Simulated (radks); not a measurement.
Question: Nb+, configuration [Kr] 4d4. All-electron calculation, Dirac Kohn-Sham, SOGGA, spin-unpolarised, spherical densities, finite nucleus; open shells are shared between the two j in proportion to 2j + 1; Fermi nuclear charge, rms radius 4.324 fm. Program: a radial shooting solver on a logarithmic mesh with Libxc functionals. Some entries of the table are withheld. Estimate them.

orbital  occ.  eigenvalue (hartree)  <1/r> (bohr^-1)
1s1/2       2             -690.6436            42.38
2s1/2       2             -96.78308            9.621
2p1/2       2                   (1)            9.598
2p3/2       4                   (2)            9.161
3s1/2       2             -16.33022            3.273
3p1/2       2             -13.34516              (3)
3p3/2       4             -12.77538              (4)
3d3/2       4              -7.49829            2.871
3d5/2       6              -7.39220            2.843
4s1/2       2              -2.37412              (5)
4p1/2       2              -1.55241            1.050
4p3/2       4              -1.47541            1.020
4d3/2     1.6              -0.34161              (6)
4d5/2     2.4              -0.33545              (7)

Answer: 
(1) 2p1/2 eigenvalue (hartree): -88.85666
(2) 2p3/2 eigenvalue (hartree): -85.34022
(3) 3p1/2 <1/r> (bohr^-1): 3.171
(4) 3p3/2 <1/r> (bohr^-1): 3.066
(5) 4s1/2 <1/r> (bohr^-1): 1.175
(6) 4d3/2 <1/r> (bohr^-1): 0.6622
(7) 4d5/2 <1/r> (bohr^-1): 0.6546
